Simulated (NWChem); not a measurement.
CH4GeO2, singlet; SMILES [O](C)[Ge][OH]

```xyz
8

Ge     0.3632     0.7042    -0.0001
O     -1.4485     0.7621     0.0001
H     -1.8872    -0.1043     0.0012
O      0.6730    -1.0850     0.0003
C     -0.3065    -2.1069    -0.0002
H     -0.9514    -2.0617    -0.8909
H      0.2032    -3.0763    -0.0055
H     -0.9452    -2.0681     0.8951
```
Atoms are numbered in this order, from 1.

Results from NWChem. Low-valent species are run as closed-shell singlets; no triplet was tried in these runs. All runs use the structure optimised with B3LYP/6-31G* (spherical d). B3LYP is NWChem's, with the RPA form of VWN correlation.

For level B3LYP/def2-TZVP:

- highest occupied level (eV): -7.71
- orbital gap (eV): 5.85

Question: How do the values read with level PBE0/def2-TZVP instead?

Answer: 
| Quantity | Value |
|---|---|
| highest occupied level (eV) | -7.87 |
| orbital gap (eV) | 6.24 |
